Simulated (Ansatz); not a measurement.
System: C₄H₄N, charge -1, multiplicity 1. It need not be the lowest isomer of its formula. Whether it binds its extra electron was not tested at this geometry. 
Coordinates optimised at B3LYP-D3(BJ)/def2-TZVP (Ansatz, a first-principles code):
SMILES: N#C/C=[C-]\C
```xyz
9

C     -1.7577    -0.1013     0.0556
C     -0.7425    -1.2225     0.0579
C      0.5668    -0.8496     0.0078
C      1.0601     0.4952    -0.0462
N      1.4409     1.5927    -0.0896
H     -1.3758     0.9374     0.0138
H     -2.4436    -0.2366    -0.7907
H     -2.3915    -0.1859     0.9478
H      1.3647    -1.5942     0.0057
```
Charge -1, spin multiplicity 1.

Total electronic energies in hartree. Cores are frozen in the correlated levels unless marked. Spin-orbit coupling is left out. Non-relativistic unless marked X2C. CBS marks a two-point X^-3 extrapolation of the correlation energy; Hartree-Fock from the larger set. The bracket is a focal-point correction in the basis named.

```json
[
 {"level": "HF/6-31G*", "program": "Ansatz", "energy (Eh)": "-208.15924"},
 {"level": "RI-HF/aug-cc-pVTZ", "program": "Ansatz", "energy (Eh)": "-208.24905"},
 {"level": "BLYP-D3(BJ)/def2-TZVPD", "program": "Ansatz + dftd3", "energy (Eh)": "-209.54732"},
 {"level": "RPA@PBE/cc-pVQZ", "program": "Ansatz", "energy (Eh)": "-209.64083"},
 {"level": "RI-MP2/aug-cc-pVTZ", "program": "Ansatz", "energy (Eh)": "-209.10055"},
 {"level": "SCS-MP2/6-31G", "program": "Ansatz", "energy (Eh)": "-208.52086"},
 {"level": "CCSD(T)/aug-cc-pVDZ", "program": "Ansatz", "energy (Eh)": "-208.98669"},
 {"level": "X2C-CCSD(T)/cc-pVTZ-DK", "program": "Ansatz", "energy (Eh)": "-209.23215"},
 {"level": "RI-MP2/CBS(aug-cc-pVTZ,aug-cc-pVQZ)+[CCSD(T)-MP2]/aug-cc-pVTZ", "program": "Ansatz", "energy (Eh)": "-209.2585"}
]
```

Totals of different functionals don't rank their quality; only differences between species are comparable.
